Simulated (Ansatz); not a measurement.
Relaxation of H10NPSi2 (14 atoms, charge 0, multiplicity 1), to a largest force component of 0.03 eV/Å in at most 50 steps.

Method: RKS PBE0/def2-SVP in Ansatz 0.2.0.

```xyz
14
Properties=species:S:1:pos:R:3:forces:R:3
Si -0.750 0.139 -1.166 0.52 -0.34 -0.71
N 0.180 -1.267 1.458 0.02 0.02 -0.03
H -1.149 -1.290 -1.371 0.00 0.00 0.00
H -1.139 0.862 -2.423 -0.01 0.00 0.00
Si 1.567 0.282 -0.829 -0.01 -0.02 -0.01
H -0.701 -1.040 1.918 0.01 -0.06 0.05
P -1.883 0.944 0.554 -0.51 0.39 0.71
H 0.917 -1.166 2.155 0.00 0.01 -0.01
H 0.140 -2.255 1.213 -0.01 -0.01 0.00
H 1.878 1.037 0.423 0.01 0.01 0.00
H 2.206 -1.069 -0.779 0.01 0.00 0.00
H 2.210 1.030 -1.962 0.00 -0.01 0.00
H -2.610 1.940 -0.165 -0.02 -0.01 0.00
H -0.865 1.852 0.972 0.00 0.01 -0.01
```

Q: Where does it end, and by what steps?

A: The forces met the threshold. The force dipped under the threshold on the way, but the program's further checks kept it going. After 7 steps the energy has fallen by 0.042 eV; H6 moved furthest, 0.17 Å.

```csv
step,energy less start (eV),largest force component (eV/Å),accepted
0,0.0000,0.715,yes
1,-0.0248,0.601,yes
2,-0.0321,0.544,yes
3,-0.0325,0.580,yes
4,-0.0354,0.460,yes
5,-0.0407,0.084,yes
6,-0.0415,0.017,yes
7,-0.0417,0.023,yes
```

```xyz
14
Properties=species:S:1:pos:R:3
Si -0.744 0.131 -1.146
N 0.169 -1.295 1.428
H -1.164 -1.297 -1.304
H -1.140 0.826 -2.416
Si 1.572 0.273 -0.817
H -0.723 -1.212 1.915
P -1.916 1.038 0.593
H 0.896 -1.123 2.122
H 0.260 -2.269 1.145
H 1.888 1.046 0.424
H 2.209 -1.077 -0.738
H 2.223 0.997 -1.960
H -2.635 1.990 -0.190
H -0.894 1.970 0.944
```

Whether the end is a true minimum wasn't checked by a vibrational analysis.

The run took 15 s on 2 threads of Intel(R) Xeon(R) 6975P-C (Granite Rapids) (shared host), peak memory 0.29 GiB.
